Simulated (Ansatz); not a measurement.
## Ansatz (development build ahead of 0.2.0) run

```yaml
crystal:
  periodic: [false, false, false]
  atoms:
    - { symbol: O, position_ang: [-1.0094, -0.98, -0.98] }
    - { symbol: Mg, position_ang: [-1.0094, -0.98, 0.98] }
    - { symbol: Mg, position_ang: [-1.0094, 0.98, -0.98] }
    - { symbol: O, position_ang: [-1.0094, 0.98, 0.98] }
    - { symbol: Mg, position_ang: [1.0094, -0.98, -0.98] }
    - { symbol: O, position_ang: [1.0094, -0.98, 0.98] }
    - { symbol: O, position_ang: [1.0094, 0.98, -0.98] }
    - { symbol: Mg, position_ang: [1.0094, 0.98, 0.98] }
basis:
  gaussian: { orbitals: def2-SVP }
hamiltonian:
  xc: hf
```

The input is written out in the form of the current development build from the run's settings.

Output:

| Property | Result |
| --- | --- |
| Converged | yes |
| Total energy | -1097.64197 hartree |
| Spin squared of the determinant | 0.000 |
